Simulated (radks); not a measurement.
Results of a calculation; reference values are marked as such.
Spherical quantum dot in the effective-mass picture: electrons in a parabolic well V = omega^2 r^2 / 2 with omega = 1.15, all in effective atomic units (hartree* = m*/eps^2 hartree, bohr* = eps/m* bohr), one dielectric constant everywhere. Level of theory: non-relativistic Kohn-Sham, exchange-only LDA, spin-polarised, spherical densities (a radial shooting solver with Libxc functionals). Levels are named by radial order and angular momentum (1s, 1p, 1d, 2s, ...), and open shells are averaged over m. Results are scaled to m* = 0.492 and eps = 10.8, for which hartree* = 114.8 meV and bohr* = 1.162 nm.

N = 27, configuration 1s2 1p6 1d10 2s2 1f(up 7, down 0). This is the lowest configuration that the search found. Occupied and some empty levels:

level    occupation  eigenvalue (meV)  <r> (nm)
1s up             1            1596.4     1.897
1s down           1            1602.6     1.838
1p up             3            1652.0     2.365
1p down           3            1661.5     2.329
1d up             5            1715.2     2.689
1d down           5            1726.7     2.671
2s up             1            1730.1     2.311
2s down           1            1738.1     2.335
1f up             7            1785.6     2.942
1f down           0            1798.0     2.937
2p up             0            1809.4     2.590
2p down           0            1817.2     2.603
1g up             0            1862.3     3.154
1g down           0            1874.9     3.158
2d up             0            1892.7     2.852
2d down           0            1901.0     2.856

Energy (meV): total 29927.3, kinetic 3342.8, external 11090, Hartree 16837, exchange-correlation -1342.4.

Electron density:

r (nm)  n(r) (e/nm^3)
0.380          0.2253
0.787          0.1906
1.19           0.1670
1.60           0.1704
2.01           0.1849
2.42           0.1793
2.82           0.1394
3.23          0.08176
3.64          0.03484
4.05          0.01059
4.45         0.002262
4.86        0.0003398
5.27       0.00003629
